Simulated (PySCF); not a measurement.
# Electron correlation in Zr (zirconium, neutral)

[Kr] 4d1 5s2 5p1, one real determinant (an excited configuration). Computed with PySCF 2.14 in ANO-RCC-VTZP, with scalar relativity by spin-free X2C-1e. Frozen: [Ar] 3d10; 12 electrons correlated.

MP2 pair energies summed by pair of shells (mhartree):

| pair | energy | share (%) |
| --- | --- | --- |
| 4p-4p | -131.87 | 44.0 |
| 4s-4p | -38.35 | 12.8 |
| 4p-5s | -34.21 | 11.4 |
| 4p-4d | -34.07 | 11.4 |
| 5s-5p | -14.93 | 5.0 |
| 5s-5s | -13.62 | 4.5 |
| 4d-5s | -10.04 | 3.3 |
| 4s-4s | -6.91 | 2.3 |
| 4p-5p | -6.49 | 2.2 |
| 4s-4d | -4.42 | 1.5 |
| 4s-5s | -2.37 | 0.8 |
| 4d-5p | -1.99 | 0.7 |
| 4s-5p | -0.52 | 0.2 |

Total MP2 correlation energy: -299.79 mhartree.

Same-spin part -79.94 and opposite-spin part -219.85 mhartree; SCS-MP2 scales them by 1/3 and 6/5 to -290.47 mhartree.

The basis was made for the ground configuration and has no added diffuse functions, which can raise the energy of the promoted electron.

The reference is one real determinant that mixes LS terms of this configuration.
